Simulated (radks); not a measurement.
The numbers below are computed, except where a source is named.
Q: The mean radii <r> (bohr) of the occupied orbitals of an atom or ion are listed with their occupations. Code: a radial shooting solver on a logarithmic mesh with Libxc functionals. Model: Dirac Kohn-Sham, PBE, spin-unpolarised, spherical densities, finite nucleus; Fermi nuclear charge, rms radius of each element as measured or else 0.836 A^(1/3) + 0.57 fm.

orbital  occ.      <r>
1s1/2       2  0.03344
2s1/2       2   0.1453
2p1/2       2   0.1236
2p3/2       4   0.1284
3s1/2       2   0.4024
3p1/2       2   0.3955
3p3/2       4   0.4062
3d3/2       4   0.3819
3d5/2       6   0.3853
4s1/2       2    1.005
4p1/2       2    1.080
4p3/2       4    1.108
4d3/2       4    1.391
5s1/2       1    2.474

Name the element and its charge. Open shells, if any, fill j = l - 1/2 first.

A: Z = 44, ruthenium, charge +3: Ru3+ in [Kr] 4d4 5s1. The 1s radius gives Z: for a bare nucleus <r> = (2 gamma + 1)/(2Z) with gamma = sqrt(1 - (Z/c)^2), 0.03289 bohr for Z = 44, and screening makes it slightly larger (0.03344 here). The occupations add up to 41, and the charge is Z minus that.
